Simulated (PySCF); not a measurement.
**Excitation energy of Ti by level of theory**

Ti [Ar] 3d2 4s2 (3F) → Ti [Ar] 3d2 4s1 4p1 (high-spin determinant), as a difference of total energies. All numbers are calculated (PySCF 2.14, the spin-free X2C one-electron Hamiltonian (Gaussian nucleus), in jorge-TZP-DKH). Correlated levels: valence and next inner shell: [Ne] frozen. The calculations carry no spin-orbit coupling.

```
                                method  excitation energy (cm⁻¹)
                                   UHF                     11691
    MP2 (valence and next inner shell)                     18030
SCS-MP2 (valence and next inner shell)                     19268
   CCSD (valence and next inner shell)                     18716
CCSD(T) (valence and next inner shell)                     19335
```

A first-order spin-orbit estimate (lowest level to lowest level, LS coupling) adds -0.012 eV.

The basis was made for the ground configuration and has no added diffuse functions, so the excitation energy can come out too high.

The determinant of the upper state mixes LS terms, which raises its energy above the lowest term, most at the Hartree-Fock and MP2 levels.
